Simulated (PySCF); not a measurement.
Compound: C6H8NO (doublet state).
Structure used (GFN2-xTB), in Å, numbered top down from 1:
```xyz
16
C6H8NO angstrom
C     -3.278   -0.498    0.524
C     -1.886   -0.263    0.230
C     -0.734   -0.043   -0.035
C      0.658    0.211   -0.329
C      1.228    1.303    0.596
N      1.420   -0.983   -0.334
C      2.545   -1.040   -0.995
O      2.917   -0.450   -1.997
H     -3.431   -1.546    0.778
H     -3.885   -0.256   -0.348
H     -3.594    0.123    1.362
H      0.749    0.605   -1.369
H      2.256    1.521    0.318
H      1.201    0.952    1.625
H      0.631    2.208    0.515
H      3.192   -1.836   -0.552
```

The hyperfine couplings belong to this conformer and change with its torsions.

As a line formula: `CC#C[C@@H](C)[N]C=O` [radical].

Method used: PySCF, UKS B3LYP, pcH-1 on C H N O, non-relativistic, mean-field spin-orbit, GIAO. Geometry: GFN2-xTB, one conformer, isolated molecule. The geometry wasn't refined by DFT: couplings that depend on bond lengths, twists or pyramidal angles can differ widely from those at the functional's own minimum. The frame is twisted about the N6–C7 bond at this geometry (dihedral C4–N6–C7–O8 = -29°); couplings at other torsion angles weren't computed. Stability of the SCF solution: not tested.

Principal values of hyperfine tensors in MHz (contact and dipolar terms together), for some of the nuclei:

```json
{"atom": "H12", "isotope": "1H", "A1": "151.55", "A2": "159.68", "A3": "166.11"}
{"atom": "C5", "isotope": "13C", "A1": "37.75", "A2": "38.15", "A3": "52.92"}
{"atom": "N6", "isotope": "14N", "A1": "3.32", "A2": "4.41", "A3": "107.13"}
{"atom": "C7", "isotope": "13C", "A1": "-48.55", "A2": "-27.54", "A3": "-17.01"}
{"atom": "C4", "isotope": "13C", "A1": "-27.84", "A2": "-24.43", "A3": "-12.62"}
{"atom": "O8", "isotope": "17O", "A1": "-86.67", "A2": "22.47", "A3": "24.94"}
{"atom": "H10", "isotope": "1H", "A1": "3.62", "A2": "3.73", "A3": "5.25"}
{"atom": "H13", "isotope": "1H", "A1": "-7.56", "A2": "-5.48", "A3": "2.63"}
```

(1) Split each tensor into its isotropic and traceless parts, and turn a_iso into mT with g = 2.0063.

(2) What spin density at the nucleus of C4 lies behind its contact coupling (g_N = 1.40482)?

(3) H16 (1H, g_N = 5.58569) isn't in the table. Its spin density at the nucleus is 0.01351 bohr⁻³. What is its contact coupling?

(4) Name the largest traceless tensor T of the table and describe it.

(5) In a single crystal, with the field along each principal axis of the tensor of N6 in turn, what first-order splitting does this nucleus give (isotropic g, quadrupole terms neglected)?

## Answers

(1) a_iso is a third of the trace, T = A − a_iso, and a(mT) = a(MHz)/(g × 13.996).

| atom | a_iso (MHz) | a_iso (mT) | T1 | T2 | T3 |
| --- | --- | --- | --- | --- | --- |
| H12 | 159.12 | 5.666 | -7.56 | 0.57 | 7.00 |
| C5 | 42.94 | 1.529 | -5.19 | -4.79 | 9.98 |
| N6 | 38.28 | 1.363 | -34.97 | -33.88 | 68.84 |
| C7 | -31.03 | -1.105 | -17.52 | 3.50 | 14.02 |
| C4 | -21.63 | -0.770 | -6.21 | -2.80 | 9.01 |
| O8 | -13.09 | -0.466 | -73.59 | 35.56 | 38.03 |
| H10 | 4.20 | 0.150 | -0.58 | -0.47 | 1.05 |
| H13 | -3.47 | -0.124 | -4.09 | -2.01 | 6.10 |

(2) a_FC = 800.24 MHz bohr³ × g_N × ρ(0)/(2S). With a_FC = -21.63 MHz and 2S = 1, ρ(0) = -0.01924 bohr⁻³.

(3) By the same relation, a_FC = 60.4 MHz. Its full tensor has the principal values 52.30, 57.99, 70.88 MHz.

(4) O8: -73.6, 35.6, 38.0 MHz, nearly axial, close to the ratio +1:+1:−2.

(5) 3 lines (I = 1), spaced by |A_i|/(g × 13.996): 0.12, 0.16, 3.81 mT along the axes of A1, A2 and A3.

Time: 94 s wall (grids of density and orbitals included); peak memory 1.1 GiB. Hardware: an Arm Neoverse V1 with one thread, shared host.
